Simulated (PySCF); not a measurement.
An unknown shows these calculated signals:

¹H NMR (300 MHz, computed): δ 8.30 (s, 1H), 7.45 (d, 1H), 6.94 (d, 1H), 4.75 (t, 2H), 3.57 (t, 2H), 3.45 (br s, 2H).

¹³C{¹H} NMR (computed): δ 150.7 (C), 147.2 (C), 139.8 (CH), 136.8 (CH), 121.6 (CH), 29.7 (CH2).

- GFN2-xTB geometry
- shieldings: GIAO PBE0/pcSseg-1
- program: PySCF 2.14.0 with density-fitted response routines
- gas phase, a single conformation, averaged over atoms made equivalent by symmetry, fast rotation or ring inversion, no relativistic terms

Scale: TMS for ¹H, ¹³C (reference shieldings calculated alike).

Q: Which of these does the molecule contain: a Si–H bond, an aldehyde, a Si–CH3 group, a benzene ring, a heteroaromatic ring, an NH or NH2 group?

A: 
- A Si–H bond: yes (δH 4.75 (t)).
- An aldehyde: no.
- A Si–CH3 group: no.
- A benzene ring: no.
- A heteroaromatic ring: yes.
- An NH or NH2 group: yes (δH 3.45 (br s)).

The data belong to SMILES Nc1ccc([SiH2]CCl)nc1, C$_{6}$H$_{9}$ClN$_{2}$Si; they needn't prove each group on their own.

Carbon signals by region: 5 in the sp2 and nitrile region (100–160 ppm), 1 below 50 ppm.

The OH or NH signal is concentration- and solvent-dependent in practice; the value given is the gas-phase one. Carbons that carry Cl, above all several Cl atoms, come out too deshielded, partly because spin–orbit coupling is missing. Shifts are as computed. Against solution values, carbons near 30 ppm lie about +3 ppm off and those near 130 ppm about +5 ppm; carbons on Cl a further +6 ppm. Of 1309 compounds with measured shifts, 239 miss one by over three times the rms of a fit or turn the order of signals round; such compounds aren't used in these exercises. No couplings were computed; multiplicities are counted from neighbouring protons, with m where these are inequivalent, close in shift, in a saturated or five-membered ring or joined by F or P, and br s for small geminal =CH2 splittings.
